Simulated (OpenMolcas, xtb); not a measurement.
CH3BO2 (SMILES B1OCO1): methods side by side

CH3BO2 has 7 atoms, charge 0, and is taken as a singlet. As SMILES, `B1OCO1`. The shape is that of a GFN2-xTB optimisation.

Quantity: the dipole moment, in D. The values are calculated.

```
                             level            kind     program  value (D)   CPU time
                          GFN2-xTB  semi-empirical         xtb       1.12  under 2 s
                          GFN1-xTB  semi-empirical         xtb       1.15  under 2 s
                         HF/STO-3G    Hartree–Fock  OpenMolcas       0.67        2 s
                          HF/3-21G    Hartree–Fock  OpenMolcas       0.95      2.3 s
                       HF/def2-SVP    Hartree–Fock  OpenMolcas       0.81      7.7 s
                    BLYP/def2-TZVP             GGA  OpenMolcas       0.95       90 s
B3LYP/6-31G* (spherical functions)   global hybrid  OpenMolcas       0.96       18 s
B3LYP/6-31G* (Cartesian functions)   global hybrid  OpenMolcas       0.95       19 s
                     PBE0/def2-SVP   global hybrid  OpenMolcas       1.03       34 s
                 B3LYP/aug-cc-pVDZ   global hybrid  OpenMolcas       0.86       86 s
```

The values span 0.67 to 1.15 D. Magnitudes only: a small dipole may point the other way at some levels. Sets without polarisation functions give poor dipoles. Times are those of the runs behind each value, whatever else they computed, on shared processors of several kinds: orders of magnitude only.
